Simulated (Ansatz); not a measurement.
Total energies of `[SiH3]C1CO1`.

Cartesian coordinates in Å:
```
Si -0.792 -1.077 0.518
C -0.143 0.641 0.145
C 1.085 0.838 -0.635
O -0.174 1.025 -1.238
H -0.410 -1.465 1.902
H -2.273 -1.108 0.404
H -0.194 -2.027 -0.455
H -0.411 1.454 0.822
H 1.647 -0.026 -0.983
H 1.665 1.744 -0.480
```

The species carries charge 0 and has multiplicity 1. The geometry is a stationary point of PBE0-D4/def2-TZVP. Basis def2-TZVPP, the Gaussian-basis code of Ansatz.

RPA on PBE orbitals: Hartree–Fock energy of these orbitals -442.98596 Eh, correlation -1.16573 Eh (frozen core).

```tsv
functional	energy without D4 (Eh)	D4 term (kJ/mol)
LDA (SPW92)	-442.09563	–
PBE	-444.21042	-16.9
BLYP	-444.49085	-37.9
r2SCAN	-444.43616	-4.1
B97M-V	-444.45490	–
r2SCANh	-444.42632	-4.3
r2SCAN0	-444.41257	-4.8
HSE06 (plane-wave form)	-444.23462	-13.1
BHLYP	-444.45929	-19.8
CAM-B3LYP	-444.48511	-14.2
LC-ωPBE	-444.36689	–
ωB97X-V	-444.45849	–
ωB97M-V	-444.45980	–
PBE-QIDH	-444.14087	–
```

Give the same for revPBE, PBE0, B3LYP, B2PLYP. (An estimate is asked.)

Ansatz gave: 
| functional | energy without D4 (Eh) | D4 term (kJ/mol) |
| --- | --- | --- |
| revPBE | -444.44418 | -55.8 |
| PBE0 | -444.24957 | -14.1 |
| B3LYP | -444.57641 | -27.2 |
| B2PLYP | -444.30370 | – |

B3LYP takes the VWN-RPA correlation (the form of Gaussian; ORCA's B3LYP/G). HSE06 is the plane-wave form, built on full-range PBE exchange. The double hybrids freeze the cores in their second-order part.

LC-ωPBE has ω = 0.4 bohr⁻¹.
